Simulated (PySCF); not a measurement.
# A search over the determinants of BAs

Unrestricted PBE0; B x2c-SVPall, As x2c-SVPall; spin-free X2C with a Gaussian nucleus (PySCF 2.14). Outer shells of the fragments: B 2s2 2p1; As 3d10 4s2 4p3.

Followed along the bond (rough minima from three points):

```json
{"2Ms+1": "3", "unpaired": "σ ↑, π ↑", "⟨S²⟩ at the start": "2.01", "R at minimum (Å)": "1.85", "Te (eV)": "0.00"}
{"2Ms+1": "1", "unpaired": "σ ↓, π ↑", "⟨S²⟩ at the start": "1.06", "R at minimum (Å)": "1.85", "Te (eV)": "0.14"}
{"2Ms+1": "3", "unpaired": "π ↑↑", "⟨S²⟩ at the start": "2.01", "R at minimum (Å)": "none in the scan", "Te (eV)": "≤ 0.87"}
{"2Ms+1": "1", "unpaired": "none", "⟨S²⟩ at the start": "0.00", "R at minimum (Å)": "none in the scan", "Te (eV)": "≤ 0.89"}
{"2Ms+1": "1", "unpaired": "π ↑↓", "⟨S²⟩ at the start": "1.01", "R at minimum (Å)": "none in the scan", "Te (eV)": "≤ 1.20"}
```

Solutions found at the starting distance of 1.990 Å, counted from the lowest of them; the search is not exhaustive and high or unbound solutions are not listed, so other states can lie among these:

```csv
2Ms+1,unpaired,term,E (eV),⟨S²⟩,⟨Lz²⟩,μ (D)
3,"σ ↑, π ↑",³Π,0.00,2.01,1.02,0.10
1,"σ ↓, π ↑",mixed,0.12,1.06,1.00,0.05
3,π ↑↑,³Σ⁻,0.67,2.01,0.00,2.29
1,π ↑↓,mixed,0.98,1.01,2.01,2.39
1,none,¹Σ⁺,1.24,0.00,0.00,-0.49
5,"σ ↑, π ↑↑↑",⁵Π,1.82,6.00,1.00,1.00
1,none,mixed,1.89,0.00,2.00,2.65
3,"σ ↑, π ↑↑↓",mixed,2.35,3.01,3.02,0.91
3,"σ ↓, π ↑↑↑",mixed,2.61,3.02,1.00,1.51
1,"σ ↑, π ↑↓↓",mixed,2.89,2.02,3.02,1.56
3,π ↑↑,mixed,3.10,2.12,2.01,-0.35
3,π ↑↑,mixed,3.66,2.10,2.00,-0.60
5,"σ ↑↑, π ↑↑",mixed,4.73,6.06,2.01,1.30
5,π ↑↑↑↑,⁵Σ⁺,4.91,6.14,0.00,0.74
```

A term symbol is given only where ⟨S²⟩ and ⟨Lz²⟩ are close to those of a pure state; real π, δ and φ orbitals otherwise mix terms. A positive dipole means B(−)As(+).

Spin–orbit coupling is left out.
